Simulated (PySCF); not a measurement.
Unknown compound

Molecular formula: C$_{7}$H$_{9}$FO. Simulated spectra:

¹H NMR (600 MHz, computed): δ 3.41 (s, 3H), 2.80 (m, 1H), 2.20 (d, 1H), 2.19 (m, 1H), 2.04 (m, 1H), 1.89 (m, 1H), 1.80 (m, 1H).

¹³C{¹H} NMR (computed): δ 113.5 (C), 84.8 (C), 79.7 (CH), 50.2 (CH3), 36.3 (CH), 34.7 (CH2), 21.9 (CH2).

[PySCF 2.14: coordinates at the PBE0-D3(BJ)/def2-SVP level; PBE0/pcSseg-1 with gauge-including orbitals; relativity neglected; single conformer; isolated molecule; one averaged value for each set of equivalent atoms]

Shifts are taken against calculated references (same method and geometry level): TMS for ¹H (31.27 ppm), ¹³C (184.41 ppm).

Problem. Which candidate is it?
A. C#C[C@@H]1CC[C@@]1(F)OC
B. O=C[C@@]12CC[C@@H]1C[C@H]2F
C. C=C[C@H]1CCC(F)=CO1
D. C=C1C(=C)[C@@H](OC)[C@@H]1F

Solution. A. 

- The formula gives 3 degrees of unsaturation (1 ring in the answer).
- 7 carbon signals for 7 carbons: no two carbons are equivalent.
- Carbon types of the structure: 2 × C, 2 × CH, 2 × CH2, 1 × CH3, which accounts for all hydrogens.
- δC 113.5: fully substituted sp3 carbon bonded to F and O; 2 electronegative neighbours deshield it.
- δC 84.8: alkyne carbon; the triple bond shields along its axis, which puts it between sp3 and sp2 carbons.
- δC 79.7: terminal alkyne carbon; sp carbons lie upfield of alkene carbons because the cylindrical π system leaves one tensor component strongly shielded.
- δC 36.3: propargylic sp3 CH; a saturated carbon with 3 carbon neighbours and no heteroatom attached.
- δH 3.41: hydrogen on a methyl carbon bonded to O; its carbon carries O, an electronegative neighbour.

The others: C=C1C(=C)[C@@H](OC)[C@@H]1F has carbons computed at 151.0, 148.3, 116.8, 116.0, 94.3, 84.5, 57.2; C=C[C@H]1CCC(F)=CO1 would give 9 signals for carbon-bound and other non-exchanging H, not 7; O=C[C@@]12CC[C@@H]1C[C@H]2F would give 9 signals for carbon-bound and other non-exchanging H, not 7.

Splittings by ¹⁹F in the carbon and heteronuclear signals aren't shown, as no couplings were computed. Shifts are as computed. Against solution values, carbons near 30 ppm lie about +2 ppm off and those near 130 ppm about +5 ppm. Of 1211 compounds with measured shifts, 218 miss one by over three times the rms of a fit or turn the order of signals round; such compounds aren't used in these exercises. No couplings were computed; multiplicities are counted from neighbouring protons, with m where these are inequivalent, close in shift, in a saturated or five-membered ring or joined by F or P, and br s for small geminal =CH2 splittings.
